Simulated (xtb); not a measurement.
Cl2Zn, triplet, at a GFN2-xTB geometry (such geometries of metal compounds can be far from the true shape) (a higher spin typed on purpose: for a closed-shell molecule this is an excited state); GFN1-xTB (xtb).

Input for xtb:
```
$ xtb mol.xyz --gfn 1 --uhf 2 --json

# file mol.xyz
3

Zn     0.26286815     0.91445661     0.50646119
Cl     0.72550465    -0.58604969    -1.34253574
Cl    -1.18938961    -1.02769727     0.44878070
```

Output, abridged:

```
   ID    Z sym.   atoms
    1   30 Zn     1
    2   17 Cl     2, 3

           -------------------------------------------------
          |                Calculation Setup                |
           -------------------------------------------------

           -------------------------------------------------
          |                 G F N 1 - x T B                 |
           -------------------------------------------------

          ...................................................
          :                      SETUP                      :
          :.................................................:
          :  # basis functions                  24          :
          :  # atomic orbitals                  22          :
          :  # shells                            8          :
          :  # electrons                        16          :
          :  # halogen bonds                     0          :
          :  max. iterations                   250          :
          :  Hamiltonian                  GFN1-xTB          :
          :  restarted?                      false          :
          :  GBSA solvation                  false          :
          :  PC potential                    false          :
          :  electronic temp.          300.0000000     K    :
          :  accuracy                    1.0000000          :
          :  -> integral cutoff          0.2500000E+02      :
          :  -> integral neglect         0.1000000E-07      :
          :  -> SCF convergence          0.1000000E-05 Eh   :
          :  -> wf. convergence          0.2000000E-04 e    :
          :  Broyden damping             0.4000000          :
          :  net charge                          0          :
          :  unpaired electrons                  2          :
          ...................................................

 iter      E             dE          RMSdq      gap      omega  full diag
   1     -9.2573790 -0.925738E+01  0.325E+00    5.62       0.0  T
   2     -9.2633140 -0.593499E-02  0.197E+00    5.81       1.0  T
   3     -9.2633617 -0.477187E-04  0.769E-01    5.83       1.0  T
   4     -9.2633661 -0.443939E-05  0.162E-02    5.83       3.6  T
   5     -9.2633667 -0.548255E-06  0.307E-03    5.82      18.8  T
   6     -9.2633667  0.245288E-08  0.163E-03    5.82      35.3  T
   7     -9.2633667 -0.397848E-08  0.130E-06    5.82   44438.6  T
   8     -9.2633667  0.532907E-14  0.501E-08    5.82  100000.0  T

[...]
         :: total energy              -9.263450221329 Eh    ::
[...]
         9        1.0000           -0.3745202             -10.1912 (HOMO)
        10                         -0.1604711              -4.3666 (LUMO)
        11                         -0.0750405              -2.0420
        12                         -0.0327629              -0.8915
        13                         -0.0287318              -0.7818
        14                         -0.0262231              -0.7136
        15                         -0.0240432              -0.6542
        16                         -0.0192484              -0.5238
        17                         -0.0191387              -0.5208
        18                         -0.0178408              -0.4855
        19                         -0.0172973              -0.4707
        20                         -0.0160277              -0.4361
       ...                                ...                  ...
        22                          0.1189526               3.2369
      -------------------------------------------------------------
                  HL-Gap            0.2140491 Eh            5.8246 eV
             Fermi-level           -0.3497540 Eh           -9.5173 eV

  Mulliken/CM5 charges         n(s)   n(p)   n(d)
     1Zn    0.28898  0.33978   1.291  0.420  0.000
     2Cl   -0.14449 -0.16989   1.946  5.192  0.006
     3Cl   -0.14449 -0.16989   1.946  5.192  0.006

Wiberg/Mayer (AO) data.
largest (>0.10) Wiberg bond orders for each atom

 ---------------------------------------------------------------------------
     #   Z sym  total        # sym  WBO       # sym  WBO       # sym  WBO
 ---------------------------------------------------------------------------
     1  30 Zn   1.145 --     3 Cl   0.573     2 Cl   0.573
     2  17 Cl   1.083 --     1 Zn   0.573     3 Cl   0.510
     3  17 Cl   1.083 --     1 Zn   0.573     2 Cl   0.510
 ---------------------------------------------------------------------------

Topologies differ in total number of bonds
Writing topology from bond orders to xtbtopo.mol

 dipole moment from electron density (au)
     X       Y       Z
   0.3042   1.0584   0.5862  total (Debye):    3.171

           -------------------------------------------------
          | TOTAL ENERGY               -9.263450221329 Eh   |
          | GRADIENT NORM               0.006807162411 Eh/α |
          | HOMO-LUMO GAP               5.824571922674 eV   |
           -------------------------------------------------

normal termination of xtb
```
